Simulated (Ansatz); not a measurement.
Consider the redistribution: `CO[SiH2][SiH2]O` + `CBCCF` → `O[SiH2][SiH2]CF` + `CBCOC`.

Calculated with Ansatz (gas phase, PBE0-D4/def2-TZVP geometries, no zero-point term in ΔE). CCSD(T)/CBS adds triple-zeta CCSD(T) − MP2 to the extrapolated MP2 energy (def2 sets, frozen cores). DFT in def2-TZVPP. One conformer a species, not always the lowest.

```tsv
level	ΔE (kJ/mol)
PBE0	143.4
MP2/def2-TZVPP	160.4
```

(1) What does CCSD(T)/CBS give? (An estimate is asked.)

Largest T1 diagnostic among the species: 0.012.

Results:

(1) Ansatz gave: +155.1 kJ/mol. The listed levels differ from it by -11.7, 5.3 kJ/mol.

From PBE to PBE0 (25 % exact exchange), in def2-TZVPP and without D4, ΔE moves by +8.5 kJ/mol. In def2-TZVPP, CCSD(T) changes the Hartree–Fock value by −11.4 kJ/mol (the triples alone add −2.3 kJ/mol) and MP2 by −3.7 kJ/mol.
